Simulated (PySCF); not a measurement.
C⁺ (carbon, charge +1) across methods

[He] 2s2 3d1, 2D determinant (an excited configuration). Computed with PySCF 2.14 in aug-cc-pwCVTZ, with no relativity, point nucleus.

| method | E (hartree) | mean ε 2s α (eV) | mean ε 2s β (eV) | mean ε 3d α (eV) | Σ⟨r²⟩ (bohr²) | ⟨S²⟩ |
| --- | --- | --- | --- | --- | --- | --- |
| r2SCAN | -36.7201 | -32.977 | -32.849 | -4.245 | 20.20 | 0.750 |
| PBEsol | -36.5396 | -32.456 | -32.270 | -4.238 | 20.08 | 0.750 |
| wB97M-V | -36.7582 | -36.647 | -36.426 | -5.648 | 19.65 | 0.750 |
| UHF | -36.61110 | -38.393 | -38.262 | -5.549 | 20.58 | 0.750 |
| M06-2X | -36.7592 | -35.823 | -35.886 | -4.992 | 20.01 | 0.750 |
| PBE0 | -36.7092 | -34.312 | -34.150 | -4.750 | 20.17 | 0.750 |
| PW91 | -36.7345 | -32.705 | -32.510 | -4.366 | 20.06 | 0.750 |
| PBE | -36.7073 | -32.641 | -32.454 | -4.358 | 20.09 | 0.750 |
| LDA | -36.3691 | -32.492 | -32.270 | -4.082 | 20.04 | 0.750 |

The outer electron is Rydberg-like, and this basis confines it to a smaller radius and binds it less than a complete one would.
